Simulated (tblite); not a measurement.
Isomers of CH8F2Si3. Level: GFN2-xTB in tblite, geometry and Hessian alike; calculated harmonic values, unscaled, isolated species. The method is semi-empirical: single wavenumbers can be off by several per cent or more. Modes of hydrogen on silicon can be 10 to 20 % off. One conformer each.

Electronic energies: GFN2-xTB at the same geometries; isomer energies are rough at this level and their order can be wrong.

```tsv
SMILES	electronic energy, lowest = 0 (kJ/mol)
FC(F)[SiH2][SiH2][SiH3]	358.6
C[Si@](F)([SiH3])[SiH2]F	0.0
FC[SiH2][Si@@H](F)[SiH3]	189.3
```

Problem. How do GFN2-xTB zero-point energies change the relative energies?

Solution. 
```tsv
SMILES	ZPE (kJ/mol)	of it from modes above 1550 cm⁻¹	electronic (kJ/mol)	with ZPE, lowest = 0 (kJ/mol)	lowest mode (cm⁻¹)	rings
C[Si@](F)([SiH3])[SiH2]F	215.9	121.4	0.0	0.0	16	0
FC[SiH2][Si@@H](F)[SiH3]	210.0	114.9	189.3	183.4	20	0
FC(F)[SiH2][SiH2][SiH3]	202.7	110.0	358.6	345.5	16	0
```

The zero-point energies span 13.2 kJ/mol, from `FC(F)[SiH2][SiH2][SiH3]` to `C[Si@](F)([SiH3])[SiH2]F`. The order is unchanged.
